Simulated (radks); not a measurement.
The niobium ion Nb2+ inside a hard spherical wall (all orbitals vanish at R), configuration held at [Kr] 4d3 and not refilled when levels cross. Calculated with a radial shooting solver on a logarithmic mesh with Libxc functionals: scalar-relativistic Kohn-Sham, LDA (Slater exchange, Perdew-Wang correlation), spin-polarised, spherical densities, finite nucleus; open shells are filled with parallel spins first (spin-orbit coupling, left out, can overturn this in heavy ions); Fermi nuclear charge, rms radius 4.324 fm. Eigenvalues in eV for spin up, with the zero of energy where the potential of the charges vanishes at infinity; a dash marks a level that is unbound or too diffuse for the functional's potential to be trusted. A positive occupied level is held by the wall or, in an anion where self-interaction has pushed it up, behind a barrier. The pressure on the wall is -dE/dV.

\begin{tabular}{lrrrrrrrrr}
R (bohr) & E (hartree) & kinetic (hartree) & e(3d) & e(4s) & e(4p) & e(4d) & e(5s, empty) & e(5p, empty) & pressure (GPa) \\ \hline
free & -3814.77301 & 3926.581 & -214.35 & -76.642 & -52.720 & -20.088 & -17.694 & -12.676 & 0 \\
20 & -3814.77301 & 3926.581 & -214.35 & -76.642 & -52.720 & -20.088 & -17.694 & -12.676 & < 0.0001 \\
15 & -3814.77301 & 3926.581 & -214.35 & -76.642 & -52.720 & -20.088 & -17.694 & -12.676 & < 0.0001 \\
6 & -3814.77108 & 3926.600 & -214.24 & -76.546 & -52.628 & -19.997 & -17.392 & -11.859 & 0.242 \\
5 & -3814.76027 & 3926.684 & -213.83 & -76.207 & -52.308 & -19.644 & -16.316 & -9.901 & 2.21 \\
3.5 & -3814.56296 & 3927.798 & -210.22 & -73.439 & -49.650 & -16.074 & -5.644 & 4.959 & 78.9 \\
3 & -3814.18629 & 3929.758 & -205.88 & -70.341 & -46.486 & -11.508 & 7.849 & 21.588 & 329 \\
2.5 & -3812.93898 & 3935.753 & -195.95 & -63.208 & -38.706 & -0.638 & 39.260 & 57.625 & 1650 \\
2 & -3808.23076 & 3955.143 & -172.58 & -43.814 & -16.694 & 27.939 & 119.33 & 143.92 & 10300 \\
1.5 & -3787.59497 & 4024.154 & -117.61 & 23.600 & 58.463 & 115.31 & 353.80 & 384.00 & 86200 \\
\end{tabular}
